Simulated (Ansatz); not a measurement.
Gas-phase electronic energies from Ansatz, PBE0-D4/def2-TZVP geometries. CBS: MP2 limit from def2 TZ/QZ plus the TZ coupled-cluster correction, frozen cores. This one scheme is used for every species. One conformer a species, not always the lowest.

Reaction (ligand exchange at the Si–C bond): `F[SiH](F)C#C[SiH3]` + `C=N` → `C=N[SiH](F)F` + `C#C[SiH3]`

```
             species  MP2/def2-TZVPP energy (Eh)
`F[SiH](F)C#C[SiH3]`                  -856.08878
               `C=N`                   -94.44128
      `C=N[SiH](F)F`                  -583.12953
         `C#C[SiH3]`                  -367.40561
```

Q: Work out ΔE.

A: ΔE = (-583.12953) + (-367.40561) − (-856.08878) − (-94.44128) = -0.00508 Eh = -13.3 kJ/mol. CCSD(T)/CBS gives -14.2 kJ/mol.

Largest T1 diagnostic among the species: 0.013.

At CCSD(T), def2-SVP lies +5.1 kJ/mol from the extrapolated value and def2-TZVPP +1.8 kJ/mol. In def2-TZVPP, CCSD(T) changes the Hartree–Fock value by +9.9 kJ/mol (the triples alone add +1.5 kJ/mol) and MP2 by +8.9 kJ/mol.
